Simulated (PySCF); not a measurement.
# Molecular orbitals of SnS

PBE0 at R = 2.210 Å; basis Sn x2c-TZVPPall, S x2c-TZVPPall; spin-free X2C with a Gaussian nucleus; PySCF 2.14. State: ¹Σ⁺ (singlet), closed shell. Only the outer orbitals are listed, counted within each symmetry.

```csv
orbital,occ.,ε (eV),on Sn (%),main shells (%)
13σ,2,-18.69,16,"82 S s, 10 Sn s"
14σ,2,-11.98,69,"68 Sn s, 19 S p, 11 S s"
15σ,2,-7.40,47,"53 S p, 29 Sn p, 17 Sn s"
7π,2,-7.31,23,"76 S p, 20 Sn p"
7π,2,-7.31,23,"76 S p, 20 Sn p"
8π,0,-2.47,81,"79 Sn p, 18 S p"
8π,0,-2.47,81,"79 Sn p, 18 S p"
16σ,0,0.72,93,"81 Sn p, 15 S p"
```

Task: Which are the highest filled and the lowest empty level, where do they sit, and how wide is the gap?

Result: Highest filled 7π at -7.31 eV (in %: 76 S p, 20 Sn p); lowest empty 8π at -2.47 eV (in %: 79 Sn p, 18 S p); the gap at PBE0 is 4.84 eV.

- bond order (Mayer): 2.24
- ⟨S²⟩: 0.000
- charge on Sn (Mulliken, basis-dependent): 0.47
- charge on Sn (Löwdin, basis-dependent): 0.16
- dipole moment (positive dipole means Sn(−)S(+)): -3.37 D
- polarisability along the bond: 83.5 bohr³
- polarisability across the bond: 41.9 bohr³

Spin–orbit coupling is left out.
